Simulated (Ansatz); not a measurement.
Cu2S2, relaxed as a singlet with RKS r2SCAN-D4/def2-SVP in Ansatz, starting from the GFN1-xTB geometry. Force threshold 0.02 eV/Å.

The structure comes from a short search, and lower isomers may exist.

Start:

Cartesian coordinates in Å:
```
Cu 0.852 0.783 -1.401
Cu -0.305 -0.139 0.396
S -1.913 0.407 1.529
S 1.366 -1.051 -0.524
```

Problem. Estimate the energy that the relaxation releases and the steps that it takes.

Solution. 36.9 kcal/mol, in 17 steps; 42 s on 4 threads of Arm Neoverse V1 on a shared host. The force fell under the threshold at step 6, but the optimiser went on and released 1.483 eV more. No frequencies were taken in this run, so the end may be a saddle point.

Problem. Does the start keep its bonding and symmetry?

Solution. Bonds formed: Cu1–S3 (atoms count from 1). The end is the same structure that another start reached, the lowest one found. Point group Cs at the start, C2v at the end, both within 0.05 Å.

Problem. Predict the relaxed structure.

Solution. 
```xyz
4

Cu    0.073    0.862   -0.936
Cu   -0.291   -1.025    0.699
S    -1.214    0.900    0.769
S     1.432   -0.737   -0.532
```
Bond lengths (bridged metal pairs left out): 4 × Cu–S 2.14 Å.
